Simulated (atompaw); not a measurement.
## Before and after: PAW (atompaw) potential for strontium

```json
{
 "Element": "Sr (Z = 38)",
 "Generator": "atompaw 4.2.0.5",
 "Type": "PAW",
 "Functional": "LDA (PW92)",
 "Relativity": "scalar-relativistic",
 "Frozen core": "[Ar] 3d10",
 "Valence charge": "10",
 "Reference configuration": "4s2 4p6 4d1 5s1 5p0",
 "Partial waves": "4s (bound): rc 1.50 bohr; 5s (bound): rc 2.25 bohr; 4p (bound): rc 2.50 bohr; 5p (bound, empty): rc 2.60 bohr; 4d (bound): rc 2.55 bohr; 4d channel at 1.15 Ry: rc 2.60 bohr",
 "Local potential": "troulliermartins scheme with l = 3 at 0.5 Ry, radius 2.30 bohr",
 "Core correction": "smooth core density matched at 2.00 bohr",
 "Augmentation charge": "besselshape compensation charge, radius 2.10 bohr; PAW radius 2.60 bohr; waves and projectors: custom polynom2 7 10 vanderbiltortho"
}
```

All-electron outer shells of the reference configuration (LDA (PW92), scalar-relativistic, ld1.x):

```tsv
shell	level (eV)	outermost node (bohr)	outermost maximum (bohr)
3p	-254.71	0.19	0.43
3d	-127.19	–	0.38
4s	-39.91	0.59	1.19
4p	-21.93	0.61	1.33
5s	-3.41	1.66	3.67
5p	-1.26	1.98	5.08
4d	-1.00	0.65	2.28
```

Change: augmentation besselshape compensation charge, radius 2.10 bohr; PAW radius 2.60 bohr; waves and projectors: custom polynom vanderbiltortho.

Cutoffs: the cutoffs (Ry, on a coarse ladder) from which the occupation-weighted sum of valence levels, in a spherical-Bessel basis at the reference potential, stays within 10 and 1 mRy of its value at 400 Ry; they do not see the model core or the augmentation charge, which bear on the density cutoff.

Question: What does the change do?

Answer: The potential gets softer (30 Ry and 60 Ry → 21 Ry and 35 Ry); neither file shows a bound ghost.

| quantity | base | changed |
| --- | --- | --- |
| cutoff, loose | 30 Ry | 21 Ry |
| cutoff, tight | 60 Ry | 35 Ry |
| loose cutoff by channel (10 mRy a level) | s 8 Ry, p 15 Ry, d 12 Ry | s 18 Ry, p 10 Ry, d 10 Ry |
| bound ghosts | none | none |
| s: phases at 2.62 bohr within 0.05 rad from the reference energy up to (Ry; the scan ends near 5) | 4.1 | 4.1 |
| p: phases at 2.62 bohr within 0.05 rad from the reference energy up to (Ry; the scan ends near 5) | 1.2 | 1.7 |
| d: phases at 2.62 bohr within 0.05 rad from the reference energy up to (Ry; the scan ends near 5) | 2.9 | 3.4 |
| lowest overlap eigenvalue by channel | s 0.70, p 0.77, d 0.84 | s 0.46, p 0.83, d 0.91 |

 The cutoffs see the waves, projectors and local potential, not the compensation charge or the core.
